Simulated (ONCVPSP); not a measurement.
Tl (Z = 81) ONCV: all-electron and pseudo phase curves

```json
{
 "Element": "Tl (Z = 81)",
 "Generator": "ONCVPSP 4.0.1",
 "Type": "optimised norm-conserving Vanderbilt (ONCV)",
 "Functional": "LDA (Perdew-Zunger)",
 "Relativity": "scalar-relativistic",
 "Frozen core": "[Xe] 4f14",
 "Valence charge": "13",
 "Reference configuration": "5d10 6s2 6p1",
 "Partial waves": "6s: rc 2.15 bohr, ncon 3, nbas 8, qcut 2.4 1/bohr, 1 projector; 6p: rc 3.25 bohr, ncon 4, nbas 7, qcut 2.1 1/bohr, 3 projectors, debl 1.7 Ha; 5d: rc 1.35 bohr, ncon 3, nbas 7, qcut 7.9 1/bohr, 1 projector; f scattering state at 0.14 Ha: rc 3.05 bohr, ncon 4, nbas 8, qcut 3.2 1/bohr, 2 projectors, debl 2.1 Ha",
 "Local potential": "polynomial inside 1.30 bohr (lpopt 5, dvloc0 0 Ha)",
 "Core correction": "none"
}
```

The phase is arctan(r·R′/R) of the radial function R(r), unwrapped; energies in Ha, scanned from -2 to 5 Ha. A pole is an energy at which the radial function vanishes at the test radius. The pseudo phase is shifted by a multiple of π to meet the all-electron one at the reference energy, and phase errors are pseudo minus all-electron; the curves can meet again beyond the range given. Levels narrower than the energy grid can be missing from the lists of poles.

| channel | radius (bohr) | reference energy (Ha) | poles, all-electron | poles, pseudo | unbroken range about the reference energy with phases within 0.05 rad | phase error 1 Ha above the reference energy (rad) |
| --- | --- | --- | --- | --- | --- | --- |
| s | 2.19 | -0.36 | 1.33 | 0.89, 3.15 | below 0.8 | -0.038 |
| p | 3.30 | -0.09 | 0.43, 3.02 | 0.43, 3.02 | the whole range | -0.000 |
| d | 1.37 | -0.57 | 2.17 | 2.08 | below 4.7 | -0.001 |
| f | 3.09 | 0.14 | 1.24, 3.33 | 1.26, 3.56 | below 1.9 | +0.012 |

Note: ghosts flagged at negative energy: s at -153.7 eV; GHOST(+) flagged for p at 46.8 eV. A true bound ghost makes a file unfit for plane-wave use.

Phases in the d channel:

| E (Ha) | all-electron | pseudo |
| --- | --- | --- |
| -1.98 | 0.269 | 0.261 |
| -1.80 | 0.076 | 0.069 |
| -1.62 | -0.135 | -0.141 |
| -1.44 | -0.348 | -0.353 |
| -1.26 | -0.547 | -0.549 |
| -1.08 | -0.718 | -0.720 |
| -0.90 | -0.861 | -0.862 |
| -0.72 | -0.977 | -0.977 |
| -0.54 | -1.071 | -1.071 |
| -0.36 | -1.149 | -1.149 |
| -0.18 | -1.212 | -1.213 |
| 0.00 | -1.266 | -1.266 |
| 0.18 | -1.311 | -1.312 |
| 0.36 | -1.350 | -1.351 |
| 0.54 | -1.383 | -1.385 |
| 0.72 | -1.413 | -1.415 |
| 0.90 | -1.439 | -1.442 |
| 1.08 | -1.463 | -1.466 |
| 1.26 | -1.485 | -1.488 |
| 1.44 | -1.504 | -1.508 |
| 1.62 | -1.522 | -1.527 |
| 1.80 | -1.539 | -1.545 |
| 1.98 | -1.555 | -1.562 |
| 2.16 | -1.570 | -1.578 |
| 2.34 | -1.585 | -1.593 |
| 2.52 | -1.599 | -1.608 |
| 2.70 | -1.612 | -1.623 |
| 2.88 | -1.625 | -1.637 |
| 3.06 | -1.638 | -1.652 |
| 3.24 | -1.651 | -1.667 |
| 3.42 | -1.664 | -1.682 |
| 3.60 | -1.677 | -1.697 |
| 3.78 | -1.690 | -1.714 |
| 3.96 | -1.704 | -1.730 |
| 4.14 | -1.718 | -1.749 |
| 4.32 | -1.733 | -1.768 |
| 4.50 | -1.748 | -1.789 |
| 4.68 | -1.764 | -1.812 |
| 4.86 | -1.782 | -1.838 |
